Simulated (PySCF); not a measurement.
Computed NMR parameters against published values

Molfile (atoms numbered from 1):
```
C10H14O
     RDKit          3D

 25 25  0  0  0  0  0  0  0  0999 V2000
   -4.6745   -0.2295    0.7732 C   0  0  0  0  0  0  0  0  0  0  0  0
   -3.3372    0.4936    0.7556 C   0  0  0  0  0  0  0  0  0  0  0  0
   -2.1471   -0.4545    0.7490 C   0  0  0  0  0  0  0  0  0  0  0  0
   -0.8192    0.2678    0.7194 C   0  0  0  0  0  0  0  0  0  0  0  0
    0.2071   -0.6925    0.7234 O   0  0  0  0  0  0  0  0  0  0  0  0
    1.4931   -0.2871    0.6959 C   0  0  0  0  0  0  0  0  0  0  0  0
    2.4612   -1.3018    0.7002 C   0  0  0  0  0  0  0  0  0  0  0  0
    3.8113   -0.9806    0.6736 C   0  0  0  0  0  0  0  0  0  0  0  0
    4.2237    0.3544    0.6424 C   0  0  0  0  0  0  0  0  0  0  0  0
    3.2613    1.3584    0.6385 C   0  0  0  0  0  0  0  0  0  0  0  0
    1.8989    1.0521    0.6653 C   0  0  0  0  0  0  0  0  0  0  0  0
   -4.7919   -0.8711   -0.1148 H   0  0  0  0  0  0  0  0  0  0  0  0
   -5.5169    0.4782    0.7855 H   0  0  0  0  0  0  0  0  0  0  0  0
   -4.7669   -0.8761    1.6603 H   0  0  0  0  0  0  0  0  0  0  0  0
   -3.2677    1.1629    1.6315 H   0  0  0  0  0  0  0  0  0  0  0  0
   -3.2861    1.1526   -0.1294 H   0  0  0  0  0  0  0  0  0  0  0  0
   -2.1720   -1.1036    1.6406 H   0  0  0  0  0  0  0  0  0  0  0  0
   -2.2000   -1.1274   -0.1236 H   0  0  0  0  0  0  0  0  0  0  0  0
   -0.7233    0.9356    1.5976 H   0  0  0  0  0  0  0  0  0  0  0  0
   -0.7455    0.9047   -0.1833 H   0  0  0  0  0  0  0  0  0  0  0  0
    2.1200   -2.3385    0.7252 H   0  0  0  0  0  0  0  0  0  0  0  0
    4.5534   -1.7830    0.6779 H   0  0  0  0  0  0  0  0  0  0  0  0
    5.2862    0.6053    0.6211 H   0  0  0  0  0  0  0  0  0  0  0  0
    3.5669    2.4075    0.6146 H   0  0  0  0  0  0  0  0  0  0  0  0
    1.1666    1.8596    0.6629 H   0  0  0  0  0  0  0  0  0  0  0  0
  1  2  1  0
  2  3  1  0
  3  4  1  0
  4  5  1  0
  5  6  1  0
  6  7  2  0
  7  8  1  0
  8  9  2  0
  9 10  1  0
 10 11  2  0
 11  6  1  0
  1 12  1  0
  1 13  1  0
  1 14  1  0
  2 15  1  0
  2 16  1  0
  3 17  1  0
  3 18  1  0
  4 19  1  0
  4 20  1  0
  7 21  1  0
  8 22  1  0
  9 23  1  0
 10 24  1  0
 11 25  1  0
M  END
```

The experiment to reproduce: δ $^{1}$H H19/H20 3.94; H17/H18 1.76; H15/H16 1.47; H12/H13/H14 0.97 ppm (measured; solution, not stated per compound (mostly CDCl3 or CCl4); Pretsch, Buehlmann, Badertscher, Structure Determination of Organic Compounds, 4th ed. (2009)).

Method: shielding tensors at PBE0/pcSseg-1 (GIAO), PBE0-D3(BJ)/def2-SVP geometry, in PySCF (one computed conformer, averaged over atoms made equivalent by symmetry, fast rotation or ring inversion, non-relativistic Hamiltonian, isolated molecule).

(1) How close does the calculation come?

(2) How far are the unscaled $^{1}$H shifts from the references?

Answers

(1) 
Reference values: measured (solution, not stated per compound (mostly CDCl3 or CCl4); Pretsch, Buehlmann, Badertscher, Structure Determination of Organic Compounds, 4th ed. (2009)).
| atoms | quantity | reference | computed | computed, scaled |
| --- | --- | --- | --- | --- |
| H19/H20 | δ $^{1}$H | 3.94 | 3.51 | 3.54 |
| H17/H18 | δ $^{1}$H | 1.76 | 1.72 | 1.83 |
| H15/H16 | δ $^{1}$H | 1.47 | 1.18 | 1.33 |
| H12/H13/H14 | δ $^{1}$H | 0.97 | 1.13 | 1.27 |

Computed shifts are σ(ref) − σ with the named reference compound (TMS for H and C) calculated as an isolated molecule at the same level. The measured values may be among those fitted. Empirical linear scaling, fitted to shifts measured mostly in CDCl3 for H and C (δ vs TMS): $^{1}$H (scatter 0.21 ppm rms, 0.22 ppm with the 3 outliers that the fit left out). Occasional misses reach two or three times the rms, and more in compound classes unlike the fitted ones.

(2) Mean signed difference -0.15 ppm, mean absolute 0.23 ppm over 4 comparisons; the largest is -0.43 ppm at H19/H20 (hydrogen on an sp3 CH2 bonded to O).
